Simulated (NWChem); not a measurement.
Molecule: CH$_{7}$FN$_{2}$Si; SMILES NC[Si@H](N)F

```xyz
12

N     -0.0091     2.3396    -0.1717
C      0.6894     1.1585     0.3877
Si     0.0626    -0.4882    -0.2877
N     -1.5928    -0.6672     0.1589
F      1.0252    -1.6823     0.2584
H      0.1591     2.3902    -1.1761
H     -1.0155     2.2114    -0.0690
H      1.7644     1.2735     0.2019
H      0.5847     1.1856     1.4815
H      0.0948    -0.5436    -1.7721
H     -2.1880    -1.3045    -0.3572
H     -1.8649    -0.6385     1.1353
```
Atoms are numbered in this order, from 1.

Level: B3LYP/6-31G* (spherical d) (NWChem), optimised geometry, unscaled harmonic frequencies. 

**Question.** List the harmonic frequencies with IR intensities, and the thermochemistry.

**Answer.** 
```tsv
frequency (cm⁻¹)	IR intensity (km/mol)
90	1.1
146	5.2
209	6.0
271	15.3
295	67.1
334	8.3
369	14.6
478	201.6
642	15.8
685	11.8
802	22.3
841	64.7
880	99.5
914	295.0
939	50.0
960	183.3
1077	39.7
1104	17.9
1310	0.6
1399	0.9
1486	6.7
1630	57.1
1706	24.6
2266	160.3
3035	23.0
3084	18.2
3458	0.5
3543	0.1
3555	18.6
3645	20.0
```

```yaml
zero_point_energy: 58.8 kcal/mol
thermal correction to the enthalpy at 298.15 K (with zero-point energy): 64.0 kcal/mol
heat capacity Cv: 25.4 cal/(mol K)
entropy at 298.15 K and 1 atm (symmetry number 1): 82.6 cal/(mol K)
dipole_moment: 2.04 D
```

Rigid rotor and harmonic oscillator; modes under 100 cm⁻¹ make the entropy uncertain.
